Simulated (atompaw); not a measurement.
# Which change was made? (Dy, PAW (atompaw))

* Element: Dy (Z = 66)
* Generator: atompaw 4.2.0.5
* Type: PAW
* Functional: PBE
* Relativity: scalar-relativistic
* Frozen core: [Kr] 4d10
* Valence charge: 20
* Reference configuration: 4f10 5s2 5p6 5d0 6s2 6p0
* Partial waves: 5s (bound): rc 1.90 bohr; 6s (bound): rc 2.05 bohr; 5p (bound): rc 2.70 bohr; 6p (bound, empty): rc 3.00 bohr; 5d (bound, empty): rc 3.00 bohr; 5d channel at 4.4 Ry: rc 3.00 bohr; 4f (bound): rc 1.50 bohr; 4f channel at 2.45 Ry: rc 1.50 bohr
* Local potential: bessel scheme, radius 2.40 bohr
* Core correction: smooth core density matched at 2.95 bohr
* Augmentation charge: sinc compensation charge, radius 2.35 bohr; PAW radius 3.00 bohr; waves and projectors: custom polynom gramschmidtortho

Cutoffs, loose and tight: the cutoffs (Ry, on a coarse ladder) from which the occupation-weighted sum of valence levels, in a spherical-Bessel basis at the reference potential, stays within 10 and 1 mRy of its value at 400 Ry. They see the waves, projectors and local potential, not the compensation charge or the core.

The base gives: outcome: generated; cutoff, loose: 90 Ry; cutoff, tight: 140 Ry; bound ghosts: none.

(1) After one change the result is: outcome: generated; cutoff, loose: 160 Ry; cutoff, tight: 260 Ry; bound ghosts: none. Which change was it?
A. all radii scaled by about 0.75 (s 1.42, p 2.02, d 2.24, f 1.12 bohr); local potential bessel scheme, radius 1.80 bohr; augmentation sinc compensation charge, radius 1.76 bohr; PAW radius 2.24 bohr; waves and projectors: custom polynom gramschmidtortho; core correction smooth core density matched at 2.20 bohr
B. all radii scaled by about 1.19 (s 2.26, p 3.20, d 3.56, f 1.78 bohr); local potential bessel scheme, radius 2.86 bohr; augmentation sinc compensation charge, radius 2.80 bohr; PAW radius 3.56 bohr; waves and projectors: custom polynom gramschmidtortho; core correction smooth core density matched at 3.50 bohr
C. all radii scaled by about 0.89 (s 1.70, p 2.40, d 2.68, f 1.34 bohr); local potential bessel scheme, radius 2.14 bohr; augmentation sinc compensation charge, radius 2.10 bohr; PAW radius 2.68 bohr; waves and projectors: custom polynom gramschmidtortho; core correction smooth core density matched at 2.62 bohr

Answers

(1) A. The others give: all radii scaled by about 1.19 (s 2.26, p 3.20, d 3.56, f 1.78 bohr); local potential bessel scheme, radius 2.86 bohr; augmentation sinc compensation charge, radius 2.80 bohr; PAW radius 3.56 bohr; waves and projectors: custom polynom gramschmidtortho; core correction smooth core density matched at 3.50 bohr → outcome: generated; cutoff, loose: 60 Ry; cutoff, tight: 100 Ry; bound ghosts: none | all radii scaled by about 0.89 (s 1.70, p 2.40, d 2.68, f 1.34 bohr); local potential bessel scheme, radius 2.14 bohr; augmentation sinc compensation charge, radius 2.10 bohr; PAW radius 2.68 bohr; waves and projectors: custom polynom gramschmidtortho; core correction smooth core density matched at 2.62 bohr → outcome: generated; cutoff, loose: 110 Ry; cutoff, tight: 180 Ry; bound ghosts: none.
